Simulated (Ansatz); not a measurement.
Nudged elastic band run: C2H10B2Si

Input:

```yaml
crystal:
  periodic: [false, false, false]
  atoms:
    - { symbol: B, position_ang: [-0.041332, 1.635004, 1.016761] }
    - { symbol: B, position_ang: [0.307253, 0.046256, 0.795813] }
    - { symbol: C, position_ang: [1.146507, -0.766423, 1.866832] }
    - { symbol: Si, position_ang: [-0.27391, -0.874976, -0.85568] }
    - { symbol: C, position_ang: [-1.022878, 0.260232, -2.134316] }
    - { symbol: H, position_ang: [0.679014, 2.471909, 0.655519] }
    - { symbol: H, position_ang: [-1.035159, 1.975529, 1.512852] }
    - { symbol: H, position_ang: [0.926938, -1.828631, 1.879358] }
    - { symbol: H, position_ang: [1.047325, -0.38856, 2.87861] }
    - { symbol: H, position_ang: [2.195931, -0.665755, 1.593907] }
    - { symbol: H, position_ang: [0.834684, -1.548818, -1.44679] }
    - { symbol: H, position_ang: [-1.239992, -1.866335, -0.513302] }
    - { symbol: H, position_ang: [-0.319837, 1.018895, -2.453767] }
    - { symbol: H, position_ang: [-1.328695, -0.288682, -3.015622] }
    - { symbol: H, position_ang: [-1.897748, 0.769554, -1.750775] }
basis:
  gaussian: { orbitals: STO-3G }
hamiltonian:
  xc: hf
neb:
  order_check: false
  images: 5
  f_tol: 0.05
  max_iterations: 60
  initial_path: idpp
  final_atoms:
    - { symbol: B, position_ang: [-0.32190993, 1.6339005, 1.85654436] }
    - { symbol: B, position_ang: [0.06178123, 0.41401359, 0.82617906] }
    - { symbol: C, position_ang: [1.24423236, -0.58777157, 1.15679339] }
    - { symbol: Si, position_ang: [-0.94600202, 0.24988668, -0.8695943] }
    - { symbol: C, position_ang: [-0.24168977, -1.01772971, -2.04450122] }
    - { symbol: H, position_ang: [0.19339874, 2.67294195, 1.78749329] }
    - { symbol: H, position_ang: [-1.14010704, 1.50623173, 2.67143264] }
    - { symbol: H, position_ang: [1.06411775, -1.59537166, 0.79669797] }
    - { symbol: H, position_ang: [1.4970173, -0.64459084, 2.20992126] }
    - { symbol: H, position_ang: [2.1291796, -0.22502567, 0.63567918] }
    - { symbol: H, position_ang: [-2.29426292, -0.10816873, -0.57501054] }
    - { symbol: H, position_ang: [-0.98543021, 1.50830747, -1.53769972] }
    - { symbol: H, position_ang: [-0.24188504, -2.008212, -1.60823472] }
    - { symbol: H, position_ang: [-0.81953577, -1.06564838, -2.95873212] }
    - { symbol: H, position_ang: [0.77919672, -0.78356437, -2.31756853] }
```

Run as:

```bash
$ ansatz run input.yaml --threads 1 --pin off --max-ram 2048MiB --backend cpu --events-out ev --progress --plain --runs-dir out
```

Output, in part (warnings, iteration lines, the closing report on the highest movable image, with atoms numbered from 0):

```
NEB end point (image 0): max|allowed force component| = 7.779e-3 eV/Å (the criterion of neb.relax_end_points is 1.000e-2)
NEB end point (image 6): max|allowed force component| = 1.217e-2 eV/Å (the criterion of neb.relax_end_points is 1.000e-2)
NEB iter   1: max|band force component| = 8.689e-1 eV/Å  barrier→ = 0.1654 eV  barrier← = 0.1601 eV  Δτ_max = 0.1994 Å  (188 SCF iters)
NEB iter   2: max|band force component| = 1.737e0 eV/Å  barrier→ = 0.2411 eV  barrier← = 0.2358 eV  Δτ_max = 0.1006 Å  (143 SCF iters)
NEB iter   3: max|band force component| = 3.018e-1 eV/Å  barrier→ = 0.0348 eV  barrier← = 0.0295 eV  CI = image 3  Δτ_max = 0.0323 Å  (122 SCF iters)
NEB iter   4: max|band force component| = 8.289e-2 eV/Å  barrier→ = 0.0226 eV  barrier← = 0.0173 eV  CI = image 3  Δτ_max = 0.0471 Å  (126 SCF iters)
NEB iter   5: max|band force component| = 6.186e-2 eV/Å  barrier→ = 0.0188 eV  barrier← = 0.0135 eV  CI = image 3  Δτ_max = 0.1047 Å  (125 SCF iters)
NEB iter   6: max|band force component| = 7.396e-2 eV/Å  barrier→ = 0.0149 eV  barrier← = 0.0096 eV  CI = image 2  Δτ_max = 0.0243 Å  (123 SCF iters)
NEB iter   7: max|band force component| = 3.788e-2 eV/Å  barrier→ = 0.0146 eV  barrier← = 0.0093 eV  CI = image 2  Δτ_max = 0.0000 Å  (345 SCF iters)
Total energy: -11292.16187617 eV, -414.9792948469 hartree
Atom 0 at    -0.744784     1.337808     1.386765 Å, force     0.000385    -0.015336     0.004757 eV/Å
Atom 1 at     0.109143     0.034073     0.870738 Å, force    -0.002771     0.007153    -0.030715 eV/Å
Atom 2 at     1.441128    -0.415091     1.601131 Å, force     0.003316     0.001036     0.003693 eV/Å
Atom 3 at    -0.512018    -0.941603    -0.737512 Å, force     0.005135    -0.008602     0.003739 eV/Å
Atom 4 at    -0.505243     0.156954    -2.248986 Å, force    -0.005296     0.005651     0.009475 eV/Å
Atom 5 at    -0.521571     2.408309     0.994592 Å, force    -0.001046     0.004222     0.004102 eV/Å
Atom 6 at    -1.623351     1.224535     2.138368 Å, force    -0.002813     0.012486     0.004435 eV/Å
Atom 7 at     1.622168    -1.483275     1.548063 Å, force     0.002048    -0.003258     0.003022 eV/Å
Atom 8 at     1.500730    -0.111529     2.640498 Å, force    -0.001950     0.002360     0.000772 eV/Å
Atom 9 at     2.267567     0.068125     1.081886 Å, force    -0.001272    -0.004822     0.000537 eV/Å
Atom 10 at     0.299804    -2.081383    -1.005789 Å, force     0.002137     0.000702    -0.002716 eV/Å
Atom 11 at    -1.842088    -1.410996    -0.531210 Å, force    -0.001297     0.000620     0.000979 eV/Å
Atom 12 at     0.489580     0.520538    -2.472247 Å, force     0.001819     0.000316    -0.000062 eV/Å
Atom 13 at    -0.858540    -0.377540    -3.121448 Å, force     0.002313    -0.003372     0.000480 eV/Å
Atom 14 at    -1.144424     1.020275    -2.115449 Å, force    -0.000709     0.000845    -0.002497 eV/Å
Dipole moment:     0.085126    -0.008355     0.033014 e Å
```

The forces met the threshold. A vibrational analysis at the climbing image gives no mode beyond 40i cm⁻¹: the surface is too flat there to confirm a saddle point. Limits of this set-up: minimal basis.

Final band (atoms are numbered from 1 in the order of the input):

| image | path coordinate (Å) | energy (kJ/mol) | dihedral C3–B2–Si4–C5 (°) |
| --- | --- | --- | --- |
| 0 | 0.00 | 0.0 | -171 |
| 1 | 1.46 | 0.6 | -144 |
| 2 | 2.93 | 1.4 | -116 |
| 3 | 4.41 | 1.3 | -88 |
| 4 | 5.88 | 0.7 | -61 |
| 5 | 7.36 | 0.3 | -34 |
| 6 | 8.83 | 0.5 | -7 |

The run took 37 s on 1 thread of Arm Neoverse V1, with other jobs on the host, peak memory 0.091 GiB.
